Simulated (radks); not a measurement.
The numbers below are computed, except where a source is named.
Initial-state core-level shifts of the holmium ion Ho3+ when its valence configuration changes from [Xe] 4f10. Code: a radial shooting solver on a logarithmic mesh with Libxc functionals. Model: scalar-relativistic Kohn-Sham, PBEsol, spin-polarised, spherical densities, finite nucleus; open shells are filled with parallel spins first (spin-orbit coupling, left out, can overturn this in heavy ions); Fermi nuclear charge, rms radius 5.2022 fm. Shifts are changes of the shell-averaged eigenvalues in eV (positive: less bound); the change of the density at the nucleus, which sets a Mossbauer isomer shift, is in e/bohr^3, on a base of 8.462e+05.

[
 {"valence": "4f8 6s2", "2p": "-24.743", "3d": "-26.779", "4d": "-24.253", "5p": "-12.710", "density at nucleus": "+265.21"},
 {"valence": "4f8 6p2", "2p": "-26.985", "3d": "-29.036", "4d": "-26.495", "5p": "-14.747", "density at nucleus": "+100.23"},
 {"valence": "4f9 5d1", "2p": "-8.234", "3d": "-9.252", "4d": "-8.224", "5p": "-3.267", "density at nucleus": "+37.95"},
 {"valence": "4f9 6s1", "2p": "-11.656", "3d": "-12.594", "4d": "-11.550", "5p": "-6.199", "density at nucleus": "+121.42"},
 {"valence": "4f7 5d2 6s1", "2p": "-30.810", "3d": "-34.315", "4d": "-29.997", "5p": "-12.755", "density at nucleus": "+224.88"},
 {"valence": "4f9 6p1", "2p": "-12.887", "3d": "-13.823", "4d": "-12.783", "5p": "-7.358", "density at nucleus": "+46.24"},
 {"valence": "4f6 5d2 6s2", "2p": "-46.065", "3d": "-51.055", "4d": "-44.327", "5p": "-19.472", "density at nucleus": "+386.61"},
 {"valence": "4f8 5d1 6p1", "2p": "-22.104", "3d": "-24.246", "4d": "-21.766", "5p": "-10.664", "density at nucleus": "+89.90"},
 {"valence": "4f5 5d2 6s1 6p2", "2p": "-64.315", "3d": "-70.951", "4d": "-61.279", "5p": "-28.027", "density at nucleus": "+381.15"}
]
